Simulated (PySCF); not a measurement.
C4H6OS, SMILES C=C1O[C@@H](C)S1. Atoms are numbered in the order given.

```xyz
12

C      2.2808    -0.5804     0.4976
C      1.0503    -0.2275     0.1297
O      0.1921    -0.9100    -0.6925
C     -0.9014     0.0172    -0.6858
C     -2.1803    -0.5919    -0.1755
S     -0.0043     1.1750     0.4686
H      2.8618     0.0578     1.1623
H      2.7095    -1.5147     0.1317
H     -1.0222     0.4712    -1.6831
H     -2.0337    -1.0138     0.8289
H     -2.5034    -1.3941    -0.8592
H     -2.9756     0.1684    -0.1337
```
Charge 0, spin multiplicity 1.

Geometry optimised at B3LYP-D3(BJ)/def2-SVP. The structure was generated by enumeration; whether it is a known compound was not checked.

Two levels are set side by side: PBE/pcSseg-1 (PySCF) and PBE0/pcSseg-1 (PySCF). GIAO shifts against H2O (¹⁷O), H2S (³³S), TMS (¹H), TMS (¹³C) at the same level; non-relativistic, no solvent, atoms listed together averaged. Differences are taken from unrounded values.

| quantity | PBE0 | PBE | PBE minus PBE0 |
|---|---|---|---|
| δ(¹³C) of C1 (ppm) | 87.5 | 83.0 | -4.4 |
| δ(¹³C) of C2 (ppm) | 165.6 | 161.9 | -3.7 |
| δ(¹⁷O) of O3 (ppm) | 213.3 | 231.1 | 17.8 |
| δ(¹³C) of C4 (ppm) | 85.6 | 88.4 | 2.8 |
| δ(¹³C) of C5 (ppm) | 28.9 | 29.3 | 0.5 |
| δ(³³S) of S6 (ppm) | 446.6 | 466.3 | 19.7 |
| δ(¹H) of H9 (ppm) | 5.91 | 6.09 | 0.18 |

Rough cost on one machine, each run with all the roots and properties that it gave: PBE0 against PBE within a factor of 2.
